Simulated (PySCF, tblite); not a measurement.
Isomers of C6H5FSi. All values are computed: GFN2-xTB (tblite) harmonic vibrations without scaling, gas phase. This tight-binding method is rough: wavenumbers can miss measured ones by several per cent, in bad cases by 10 to 20. Modes of hydrogen on silicon can be 10 to 20 % off. One conformer each.

Electronic energies: PBE0/pcSseg-1 single points on the GFN2-xTB geometries (PySCF, gas phase).

```csv
SMILES,"electronic energy, lowest = 0 (kJ/mol)"
C#CC1=CC(F)=C[SiH2]1,0.0
C#CC1=C(F)[SiH2]C=C1,37.8
C#CC1=C(F)C=C[SiH2]1,3.3
```

Problem. How do GFN2-xTB zero-point energies change the relative energies?

Solution. 
| SMILES | ZPE (kJ/mol) | of it from modes above 1550 cm⁻¹ | electronic (kJ/mol) | with ZPE, lowest = 0 (kJ/mol) | lowest mode (cm⁻¹) | rings |
| --- | --- | --- | --- | --- | --- | --- |
| C#CC1=CC(F)=C[SiH2]1 | 210.8 | 107.7 | 0.0 | 0.0 | 118 | 1 |
| C#CC1=C(F)C=C[SiH2]1 | 210.9 | 107.6 | 3.3 | 3.4 | 111 | 1 |
| C#CC1=C(F)[SiH2]C=C1 | 211.1 | 116.9 | 37.8 | 38.1 | 99 | 1 |

The zero-point energies span 0.3 kJ/mol, from `C#CC1=CC(F)=C[SiH2]1` to `C#CC1=C(F)[SiH2]C=C1`. The order is unchanged.

Problem. And how do the electronic energies of GFN2-xTB itself compare?

Solution. `C#CC1=CC(F)=C[SiH2]1` 0.0; `C#CC1=C(F)C=C[SiH2]1` 5.8; `C#CC1=C(F)[SiH2]C=C1` 23.9 kJ/mol, lowest = 0. Against the energies above, taken from the same isomer `C#CC1=CC(F)=C[SiH2]1`, the largest difference is 13.9 kJ/mol.

Problem. What do entropy and thermal enthalpy add at 298.15 K and 1 bar (rigid rotor, harmonic oscillator, one conformer each)?

Solution. 
```json
{"SMILES": "C#CC1=CC(F)=C[SiH2]1", "point group": "Cs", "symmetry number": "1", "S (J/(mol K))": "371.9", "H − H(0) (kJ/mol)": "24.70", "ZPE + H − H(0) − TS (kJ/mol)": "124.6"}
{"SMILES": "C#CC1=C(F)C=C[SiH2]1", "point group": "Cs", "symmetry number": "1", "S (J/(mol K))": "372.2", "H − H(0) (kJ/mol)": "24.78", "ZPE + H − H(0) − TS (kJ/mol)": "124.7"}
{"SMILES": "C#CC1=C(F)[SiH2]C=C1", "point group": "Cs", "symmetry number": "1", "S (J/(mol K))": "373.1", "H − H(0) (kJ/mol)": "24.87", "ZPE + H − H(0) − TS (kJ/mol)": "124.8"}
```
